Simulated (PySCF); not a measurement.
**Shifts of the heteroatoms**

Structure with atom numbers: `[N:1]#[C:2][C@H:3]1[CH2:4][Si@@H:5]([N:6]([SiH3:7])[SiH3:8])[CH2:9]1`. Hydrogens are named by the atom that carries them. Ha(C4), Ha(C9) are cis to C2 on the ring; Hb(C4), Hb(C9) are trans to C2 on the ring.

- coordinates at the GFN2-xTB level
- NMR shieldings at PBE0/pcSseg-1/GIAO
- run in PySCF
- averaged over atoms made equivalent by symmetry, fast rotation or ring inversion, single conformer, non-relativistic, no solvent

**Question.** Predict the 29Si NMR data.

**Answer.** 
```tsv
atoms	environment	σ (ppm)	δ (ppm)
Si5	silicon bonded to 2 C, N, H, in a 4-membered ring	360.2	-16.1
Si7/Si8	silicon bonded to N, 3 H	404.0	-52.1
```

Shieldings were converted by a linear fit to measured shifts: 29Si: δ = 279.94 − 0.822σ (rms 8.9 ppm, 72 shifts, 25.8 ppm with the 6 outliers that the fit left out vs TMS, solution or neat liquid). Occasional misses reach two or three times the rms, and more in compound classes unlike the fitted ones.

On a 600 MHz spectrometer 29Si resonates near 119.2 MHz, so 1 ppm is 119.2 Hz.

**Question.** What are the 15N shifts?

**Answer.** 
```tsv
atoms	environment	σ (ppm)	δ (ppm)
N1	nitrile nitrogen	-27.9	-122.4
N6	nitrogen bonded to 3 Si	258.1	-385.9
```

Shieldings were converted by a linear fit to measured shifts: 15N (scatter 6.3 ppm rms vs CH3NO2, solution or neat liquid). Occasional misses reach two or three times the rms, and more in compound classes unlike the fitted ones.

On a 300 MHz spectrometer 15N resonates near 30.4 MHz, so 1 ppm is 30.4 Hz.
